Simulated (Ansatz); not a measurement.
`C[SiH](Cl)[Al]([F])[Cl]`, relaxed with RKS PBE0-D4/def2-TZVP in the Gaussian-basis code of Ansatz from a PBE-D4/def2-SVP geometry. The force threshold is 0.005 eV/Å; the program also tests the step.

The species carries charge 0 and has multiplicity 1.

Start:

```xyz
10

C    -1.301   -0.160   -1.012
Si   -0.302    0.614    0.389
Cl    0.316    2.540   -0.170
Al    1.726   -0.650    0.910
F     1.589   -2.258    1.379
Cl    3.683    0.121    0.781
H    -2.195    0.459   -1.231
H    -1.640   -1.175   -0.716
H    -0.699   -0.245   -1.938
H    -1.177    0.755    1.608
```

**Question.** By how much does the energy fall, and how many steps does the optimiser take? (An estimate is asked.)

**Answer.** Ansatz gave: 0.05 eV, in 5 steps.

**Question.** Which bonds change most? (Estimate.)

**Answer.** Ansatz gave: Al4–F5 from 1.680 to 1.647 Å; Si2–Cl3 from 2.099 to 2.069 Å; Al4–Cl6 from 2.108 to 2.086 Å; C1–Si2 from 1.886 to 1.866 Å.

**Question.** Give the relaxed structure. (Estimate.)

**Answer.** Computed: 
```xyz
10

C    -1.296   -0.155   -1.007
Si   -0.295    0.604    0.372
Cl    0.292    2.510   -0.178
Al    1.726   -0.663    0.912
F     1.577   -2.235    1.381
Cl    3.655    0.120    0.790
H    -2.182    0.453   -1.207
H    -1.621   -1.159   -0.724
H    -0.713   -0.226   -1.927
H    -1.143    0.751    1.586
```
